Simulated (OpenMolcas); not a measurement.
**What dynamic correlation does to the levels of Si I**

```yaml
Program: OpenMolcas
Basis: ANO-R1 [4s3p1d]
Scalar_Hamiltonian: X2C, finite nucleus
Active_space: 2 electrons in 3 orbitals (3p)
State_averaging: 2S+1 = 3 even, 3 roots; 2S+1 = 1 even, 6 roots
Spin-orbit_coupling: state interaction with AMFI integrals over the reference wave functions, term energies averaged over their components
```

Methods on the same reference wave functions:
A. CASSCF
B. SS-CASPT2, IPEA 0.25 Eh, imaginary shift 0.1 Eh (closed shells correlated: 2s 2p 3s)

Energies in cm-1 above 3s2 3p2 3P0, the measured ground level; measured values from NIST Handbook of Basic Atomic Spectroscopic Data.

```
      Level      A      B  Measured
3s2 3p2 3P0    0.0    0.0       0.0
3s2 3p2 3P1   64.3   64.6      77.1
3s2 3p2 3P2    189    190       223
3s2 3p2 1D2   9253   7990      6299
3s2 3p2 1S0  22894  18760     15394
```

Deviations, from unrounded energies. A percentage is the sum of absolute deviations over the sum of measured energies, with the sign that they share, or ± where signs differ.

```
                        Against measurement  Levels      A      B
             mean absolute deviation (cm-1)       4   2600   1300
      fine structure of the ground term (%)       2  -15.5  -15.4
other terms of the ground configuration (%)       2  +48.2  +23.3
```

B lies closest to measurement on these levels. The largest miss of B in the table is 3s2 3p2 1S0, by +3400 cm-1. The ranking rests on the paired levels alone, and a cruder setting can come out closer through cancelling errors.

From A to B the spin-free energies of the other terms of 3s2 3p2 shown, above 3P, scale by factors of 0.82 to 0.86.

The lowest spin-free term lies below A's lowest term by 0.070 hartree in B.

CASPT2 breaks the degeneracy within a term, and the mean is taken; among the terms shown or strongly mixed into the levels shown the widest spread is 120 cm-1 (3s2 3p2 1D, B). With the s shell closed, the reference lacks s² → p² mixing. Without dynamic correlation excited terms often stand tens of per cent too high (terms of higher spin than the ground term too low), and those without a measured partner can miss by more than the paired ones (holds for A). Some terms miss by over 15 % even with CASPT2, which points to a basis or an active space too small for the shells correlated (holds for B). Measured partners are found by configuration, term and J. A level has none where our copy of the source lacks it or the pairing is in doubt (some pairs that miss far off the trend of their configuration count as doubtful), and it then counts in no deviation. Levels of configurations outside the active space are missing.
